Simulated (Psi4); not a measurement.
hydrogen cyanide (CHN), singlet, geometry from GFN2-xTB; B3LYP/def2-QZVP in Psi4.

Psi4 was given this input:
```
memory 2 GB

molecule mol {
0 1
  C    -0.000000   -0.000000   -0.493219
  N     0.000000    0.000000    0.644429
  H    -0.000000   -0.000000   -1.551687
}

set basis def2-qzvp
set reference rks

energy('b3lyp')
print_variables()
```

The log (banner, timings and long lists left out):

```
   => Loading Basis Set <=

    Name: DEF2-QZVP
    Role: ORBITAL
    Keyword: BASIS

         ---------------------------------------------------------
                                   SCF
               by Justin Turney, Rob Parrish, Andy Simmonett
                          and Daniel G. A. Smith
                              RKS Reference
         ---------------------------------------------------------

  ==> Geometry <==

    Molecular point group: c2v
    Full point group: C_inf_v

    Geometry (in Angstrom), charge = 0, multiplicity = 1:

       Center              X                  Y                   Z               Mass
    ------------   -----------------  -----------------  -----------------  -----------------
         C            0.000000000000     0.000000000000    -0.550289665242    12.000000000000
         N            0.000000000000     0.000000000000     0.587358334758    14.003074004430
         H            0.000000000000     0.000000000000    -1.608757665242     1.007825032230

  Running in c2v symmetry.

  Rotational constants: A = ************  B =      1.52240  C =      1.52240 [cm^-1]
  Rotational constants: A = ************  B =  45640.26390  C =  45640.26390 [MHz]
  Nuclear repulsion =   24.222710578187726

  Charge       = 0
  Multiplicity = 1
  Electrons    = 14
  Nalpha       = 7
  Nbeta        = 7

  ==> Algorithm <==

  SCF Algorithm Type is DF.
  DIIS enabled.
  MOM disabled.
  Fractional occupation disabled.
  Guess Type is SAD.
  Energy threshold   = 1.00e-06
  Density threshold  = 1.00e-06
  Integral threshold = 1.00e-12

  ==> Primary Basis <==

  Basis Set: DEF2-QZVP
    Blend: DEF2-QZVP
    Number of shells: 44
    Number of basis functions: 144
    Number of Cartesian functions: 179
    Spherical Harmonics?: true
    Max angular momentum: 4

  ==> DFT Potential <==

   => LibXC <=

    Version 7.1.2
    S. Lehtola, C. Steigemann, M. J. T. Oliveira, and M. A. L. Marques,  SoftwareX 7, 1–5 (2018) (10.1016/j.softx.2017.11.002)

   => Composite Functional: B3LYP <=

    B3LYP Hyb-GGA Exchange-Correlation Functional

    P. J. Stephens, F. J. Devlin, C. F. Chabalowski, and M. J. Frisch,  J. Phys. Chem. 98, 11623 (1994) (10.1021/j100096a001)

    Deriv               =              1
    GGA                 =           TRUE
    Meta                =          FALSE

    Exchange Hybrid     =           TRUE
    MP2 Hybrid          =          FALSE

   => Exchange Functionals <=

    0.0800   Slater exchange
[...]
   @DF-RKS iter   3:   -93.42984071982605   -3.80499e-01   3.79529e-03 DIIS/ADIIS
   @DF-RKS iter   4:   -93.46939797017008   -3.95573e-02   5.47405e-04 DIIS/ADIIS
   @DF-RKS iter   5:   -93.47018183046939   -7.83860e-04   6.47451e-05 DIIS
   @DF-RKS iter   6:   -93.47019515827523   -1.33278e-05   7.45108e-06 DIIS
   @DF-RKS iter   7:   -93.47019530062616   -1.42351e-07   9.59606e-07 DIIS
  Energy and wave function converged.

  ==> Post-Iterations <==

   Electrons on quadrature grid:
      Ntotal   =   14.0000000130 ; deviation = 1.304e-08

    Orbital Energies [Eh]
    ---------------------

    Doubly Occupied:

[...]
       1B1    -0.376238

    Virtual:

[...]
    Final Occupation by Irrep:
             A1    A2    B1    B2
    DOCC [     5,    0,    1,    1 ]
    NA   [     5,    0,    1,    1 ]
    NB   [     5,    0,    1,    1 ]

  @DF-RKS Final Energy:   -93.47019530062616

   => Energetics <=

    Nuclear Repulsion Energy =             24.2227105781877263
    One-Electron Energy =                -173.4934417860103792
    Two-Electron Energy =                  66.0134433636435034
    DFT Exchange-Correlation Energy =     -10.2129074564470077
    Empirical Dispersion Energy =           0.0000000000000000
    VV10 Nonlocal Energy =                  0.0000000000000000
    Total Energy =                        -93.4701953006261590

Computation Completed

Properties will be evaluated at   0.000000,   0.000000,   0.000000 [a0]

Properties computed using the SCF density matrix

 Multipole Moments:

 ------------------------------------------------------------------------------------
     Multipole            Electronic (a.u.)      Nuclear  (a.u.)        Total (a.u.)
 ------------------------------------------------------------------------------------

 L = 1.  Multiply by 2.5417464519 to convert [e a0] to [Debye]
 Dipole X            :          0.0000000            0.0000000            0.0000000
 Dipole Y            :          0.0000000            0.0000000            0.0000000
 Dipole Z            :          0.3194941           -1.5098672           -1.1903731
 Magnitude           :                                                    1.1903731

 ------------------------------------------------------------------------------------

  Variable Map:
  ----------------------------------------------------------------------------
[...]
  Array Variable Map:
  ----------------------------------------------------------------------------
[...]
[...]
```
